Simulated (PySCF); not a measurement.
CH7BN2.
InChI=1S/CH7BN2/c1-2(3)4/h3-4H2,1H3

Torsions of this conformer, `[CH3:1][B:2]([NH2:3])[NH2:4]`: H–N3–B2–C1 -179°, H–N3–B2–C1 1°, H–N4–B2–C1 -1°, H–N4–B2–C1 179°.

The closed-shell ground state was solved at several levels (PySCF, density fitting, gas phase, non-relativistic). Geometry: PBE0-D3(BJ)/def2-SVP; no solvent, vibrations or thermal averaging.

```tsv
level	basis functions	HOMO (eV)	LUMO (eV)	gap (eV)	dipole (D)
LDA/pcJ-1	178	-5.34	0.43	5.77	1.29
BP86/pcSseg-2	242	-5.52	-0.09	5.43	1.14
B97-2/pcJ-1	178	-6.36	1.43	7.79	1.22
CAM-B3LYP/pcJ-1	178	-8.05	2.24	10.29	1.23
B3LYP/def2-TZVP	166	-6.51	0.50	7.01	1.12
B3LYP/aug-cc-pVTZ-J	324	-6.60	-0.49	6.11	1.06
PBE0/cc-pVTZ	218	-6.68	1.13	7.81	1.15
PBE0/pcSseg-0	50	-6.38	2.11	8.49	1.38
PBE0/def2-SVP	91	-6.45	1.78	8.23	1.25
```

Problem. What might LDA/pcSseg-2 (242 basis functions) give for the same quantities?

Solution. HOMO -5.58 eV, LUMO -0.30 eV, gap 5.28 eV, dipole 1.14 D.

Problem. Over all these levels, which gives the widest orbital gap and which the narrowest?

Solution. CAM-B3LYP/pcJ-1 (range-separated hybrid) has the widest, 10.29 eV, and LDA/pcSseg-2 (LDA) the narrowest, 5.28 eV. Functional and basis both differ between the two, so the spread mixes both effects.

Problem. How much does the basis alone move the frontier levels among the 3 PBE0 rows?

Solution. The HOMO by 0.30 eV and the LUMO by 0.98 eV. By rising basis size (HOMO, LUMO in eV): pcSseg-0 -6.38, 2.11; def2-SVP -6.45, 1.78; cc-pVTZ -6.68, 1.13.

Problem. How far do the dipole and the HOMO energy spread over the levels?

Solution. The dipole runs from 1.06 to 1.38 D (mean 1.20 D) and the HOMO from -8.05 to -5.34 eV.
